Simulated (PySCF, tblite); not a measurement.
C3H9N3Si2.
Geometry (GFN2-xTB, Å), atoms numbered from 1 in this order:
```xyz
17
C3H9N3Si2 angstrom
N      0.0600    1.3620    3.5396
C     -0.0764    1.2919    2.4048
Si    -0.2240    1.2334    0.5407
N     -1.7755    0.6140    0.1567
C     -1.6840   -0.3812   -0.8906
C     -0.3384   -1.0719   -0.6819
N      0.6105   -0.0809   -0.2098
Si     2.2939   -0.4780   -0.1870
H      0.2337    2.5125   -0.0049
H     -2.6270    1.1486    0.1542
H     -2.5084   -1.0951   -0.8084
H     -1.7204    0.0783   -1.8880
H      0.0192   -1.5218   -1.6116
H     -0.4472   -1.8715    0.0608
H      2.5618   -1.5802    0.7446
H      2.9702    0.7484    0.2200
H      2.6449   -0.8962   -1.5492
```

Method: PBE0/def2-SVPD in PySCF (dipole) on a GFN2-xTB geometry, gas phase.

Masses are those of the commonest isotopes; rigid-rotor values at the optimised geometry. The values belong to one conformer with, in the numbering `[N:1]#[C:2][Si@@H:3]1[NH:4][CH2:5][CH2:6][N:7]1[SiH3:8]`, C2–Si3–N4–C5 -135°, Si3–N4–C5–C6 33°, N4–C5–C6–N7 -35°, C5–C6–N7–Si8 -168°.

**Question.** Give the principal moments of inertia and the rotational constants in MHz.

**Answer.** Ia = 301.91, Ib = 379.45, Ic = 604.71 u·Å²; 505379 MHz·u·Å²/I gives A = 1674, B = 1332, C = 835.7 MHz.

**Question.** Classify the top.

**Answer.** An asymmetric top: κ = (2 × 1332 − 1674 − 835.7)/(1674 − 835.7) = 0.18.

**Question.** What does the inertial defect say?

**Answer.** Not planar: Δ = Ic − Ia − Ib = -76.65 u·Å². For a rigid frame Δ = −2 Σ m c², so Σ m c² = 38.32 u·Å² lies off the ab plane: 12.53 from hydrogen and 25.79 from heavier atoms. The atom farthest from that plane is 2.12 Å away.

**Question.** Which types of transition are allowed, and where do some lines up to J = 5 fall?

**Answer.** The dipole components are |μa| = 2.98 D, |μb| = 3.22 D, |μc| = 1.37 D. Intensities carry the squares of the components, which stand as 0.86 : 1.00 : 0.18 (a : b : c). Some lines, for components of 0.1 D or more:

```
type  branch         J(Ka,Kc)    MHz  lower level (cm⁻¹)
   a       Q  5(4,1) ← 5(4,2)    309               1.428
   a       Q  4(3,1) ← 4(3,2)    642               0.917
   a       Q  5(3,2) ← 5(3,3)   1730               1.288
   b       Q  4(3,1) ← 4(2,2)   1973               0.873
   c       Q  5(4,2) ← 5(3,2)   2441               1.346
   a       R  2(1,1) ← 1(1,0)   4831               0.100
   c       R  3(1,2) ← 2(0,2)   8597               0.208
   b       R  5(3,2) ← 4(4,1)   9000               1.046
   a       R  5(2,4) ← 4(2,3)  10234               0.794
   a       R  5(2,3) ← 4(2,2)  11799               0.873
   c       R  5(3,2) ← 4(2,2)  14195               0.873
   c       R  5(2,3) ← 4(1,3)  14357               0.787
   c       R  5(4,1) ← 4(3,1)  14972               0.938
   b       R  5(5,1) ← 4(4,0)  16174               1.047
   b       R  5(3,2) ← 4(2,3)  16553               0.794
```

**Question.** Estimate the classical rotational partition function at 100 K, 200 K and 500 K.

**Answer.** Point group C1, symmetry number σ = 1; q = (√π/σ)·√((kT/h)³/(ABC)), k/h = 20836.6 MHz/K: 124000 at 100 K, 349000 at 200 K, 1380000 at 500 K.

Its GFN2-xTB frequencies are all real (lowest 54 cm⁻¹). No vibrational averaging or centrifugal distortion is included, and the geometry carries the error of its method. A rigid rotor knows nothing of inversion at nitrogen or internal rotation, which can split or shift real lines. Quadrupole hyperfine structure (14N) is left out.

On Arm Neoverse N1, one thread, shared host with 64 logical CPUs at a one-minute load of 62, this took 1.7 min wall and 0.97 GiB of memory at its peak. This is the PBE0/def2-SVPD job that gave the dipole, with the excitations it also computed.
